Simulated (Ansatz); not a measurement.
Mulliken charges of `BO[SiH2]F` from PBE/def2-TZVPP in Ansatz (PBE0-D4/def2-TZVP geometry).

| atom | x (Å) | y (Å) | z (Å) | charge (e) |
| --- | --- | --- | --- | --- |
| B1 | -0.782 | 1.310 | -0.305 | 0.063 |
| O2 | -0.684 | -0.036 | -0.234 | -0.223 |
| Si3 | 0.530 | -1.034 | 0.237 | 0.591 |
| F4 | 1.131 | -1.720 | -1.064 | -0.267 |
| H5 | -1.799 | 1.779 | -0.728 | -0.004 |
| H6 | 0.137 | 1.996 | 0.059 | -0.012 |
| H7 | 1.609 | -0.263 | 0.892 | -0.078 |
| H8 | -0.050 | -2.090 | 1.087 | -0.070 |

**Question.** By hand: the dipole of these point charges (1 e Å = 4.8032 D).

**Answer.** Σ q r = (-0.002, 0.074, 0.314) e Å, of length 0.323 e Å = 1.55 D.

**Question.** How does the dipole of the full density compare? (Estimate.)

**Answer.** Computed: (0.041, 0.009, 0.242) e Å, 1.18 D; the point charges give 1.31 times that, at 15° from its direction.

Point charges leave out the atoms' own dipoles, such as those of lone pairs, and Mulliken's split depends on the basis, so the two needn't agree.
